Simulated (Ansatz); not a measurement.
`CB(F)[CH2][AlH2]` + H₂O → `CB(F)CO` + `[AlH3]`  (formal hydrolysis of a C–Al bond)

Program: Ansatz. Geometries: PBE0-D4/def2-TZVP. ΔE: electronic, gas phase. CBS: MP2 limit from def2 TZ/QZ plus the TZ coupled-cluster correction, frozen cores. This one scheme is used for every species. Functionals use def2-TZVPP. B3LYP here is the variant with VWN-RPA as its local correlation; programs differ in this. HSE06 is defined as in plane-wave codes. Each species was taken in one conformer, which may not be the lowest.

```
             level  ΔE (kJ/mol)  difference from CCSD(T)/CBS
       LDA (SPW92)        132.7                         -7.7
            PBE-D4        134.2                         -6.2
         revPBE-D4        131.9                         -8.5
         r2SCAN-D4        137.2                         -3.2
           PBE0-D4        135.2                         -5.2
          B3LYP-D4        128.7                        -11.7
        r2SCANh-D4        137.5                         -2.9
        r2SCAN0-D4        137.7                         -2.7
          BHLYP-D4        127.9                        -12.5
      CAM-B3LYP-D4        125.1                        -15.3
           ωB97X-V        125.4                        -15.0
            B2PLYP        130.8                         -9.6
          PBE-QIDH        138.2                         -2.2
               PBE        131.3                         -9.1
            revPBE        129.5                        -10.9
              BLYP        121.9                        -18.5
            r2SCAN        136.4                         -4.0
              PBE0        132.5                         -7.9
           r2SCANh        136.6                         -3.8
           r2SCAN0        136.7                         -3.7
             HSE06        132.6                         -7.8
             BHLYP        122.6                        -17.8
         CAM-B3LYP        122.1                        -18.3
           LC-ωPBE        131.0                         -9.4
RPA@PBE/def2-TZVPP        125.1                        -15.3
       HF/def2-SVP         99.3                        -41.1
      MP2/def2-SVP        125.3                        -15.1
     CCSD/def2-SVP        113.6                        -26.8
  CCSD(T)/def2-SVP        115.0                        -25.4
     HF/def2-TZVPP        110.8                        -29.6
    MP2/def2-TZVPP        145.8                          5.4
SCS-MP2/def2-TZVPP        134.3                         -6.1
   CCSD/def2-TZVPP        132.1                         -8.3
CCSD(T)/def2-TZVPP        135.3                         -5.1
     HF/def2-QZVPP        111.1                        -29.3
    MP2/def2-QZVPP        148.8                          8.4
SCS-MP2/def2-QZVPP        137.4                         -3.0
      HF/CBS(def2)        111.2                        -29.2
     MP2/CBS(def2)        150.9                         10.5
    CCSD/CBS(def2)        137.3                         -3.1
       CCSD(T)/CBS        140.4                            0
```

(1) What do rigid-rotor, harmonic-oscillator terms from PBE0-D4/def2-TZVP frequencies (298.15 K, 1 bar) make of the CCSD(T)/CBS value? (Best estimate.)

Largest T1 diagnostic among the species: 0.012.

## Answers

(1) Ansatz gave: ΔZPE = -2.9 kJ/mol, ΔH = +134.7 kJ/mol, ΔS = -17 J/(mol·K), ΔG = +139.7 kJ/mol.

In def2-TZVPP, CCSD(T) changes the Hartree–Fock value by +24.5 kJ/mol (the triples alone add +3.1 kJ/mol) and MP2 by +35.0 kJ/mol. Leaving LDA and LC-ωPBE aside and taking each functional with its dispersion term where it has one, the values spread over 13.1 kJ/mol, from CAM-B3LYP-D4 to PBE-QIDH.

CCSD(T)/CBS has its own doubt, a few kJ/mol and more with outer-core shells, so smaller differences from it don't rank the levels.
